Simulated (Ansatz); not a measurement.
```yaml
crystal:
  periodic: [true, true, true]
  atoms:
    - {symbol: C, position_ang: [1.727210, 0.357437, -1.457797]}
    - {symbol: Hf, position_ang: [-0.287866, -0.529494, -0.645679]}
    - {symbol: N, position_ang: [0.174797, -2.368390, 0.072187]}
    - {symbol: O, position_ang: [-1.230744, -0.417329, -2.098681]}
    - {symbol: C, position_ang: [-0.500472, 1.779751, 0.450564]}
    - {symbol: C, position_ang: [-1.646874, 0.788693, 1.045062]}
    - {symbol: C, position_ang: [-1.105688, -0.400680, 1.727345]}
    - {symbol: C, position_ang: [0.546211, 0.231172, 1.909077]}
    - {symbol: C, position_ang: [0.305602, 1.352371, 1.156341]}
    - {symbol: H, position_ang: [1.844347, -0.436317, -2.497618]}
    - {symbol: H, position_ang: [2.282921, 0.129825, -0.569073]}
    - {symbol: H, position_ang: [1.934722, 1.528184, -1.900947]}
    - {symbol: H, position_ang: [0.426678, -2.928381, -1.016612]}
    - {symbol: H, position_ang: [0.478671, -2.954063, 0.749435]}
    - {symbol: H, position_ang: [-2.215988, -0.107704, -2.686031]}
    - {symbol: H, position_ang: [-1.127139, 2.642489, 0.191979]}
    - {symbol: H, position_ang: [-2.829610, 0.885374, 0.753992]}
    - {symbol: H, position_ang: [-1.425479, -1.300279, 2.016709]}
    - {symbol: H, position_ang: [0.752190, -0.517574, 2.292960]}
    - {symbol: H, position_ang: [1.258817, 2.104794, 0.865598]}
basis:
  gaussian: {orbitals: def2-TZVPP}
magnetization: {spin_polarized: true, initial_magnetization: 2}
hamiltonian: {xc: {name: HF}}
correlation: {method: rpa}
```

```sh
$ ansatz run in.yaml --threads 4 --pin off --events-out ev --progress --plain --max-ram 66560MiB --backend cuda --devices 0, --max-vram 37GiB
```

It prints (some lines left out):

```
Error: YAML parse error: error: line 2 column 3: crystal: missing field `lattice` (a structure is typed as `lattice` and `atoms`, a molecule's as `atoms` in Å alone, or read from a run's directory, `checkpoint`)
 --> <input>:2:3
1 | crystal:
2 |   periodic: [true, true, true]
3 |   atoms:
4 |     - {symbol: C, position_ang: [1.727210, 0.357437, -1.457797]}
```

In this input the molecule is marked periodic without a cell. The input was rejected before any iteration.
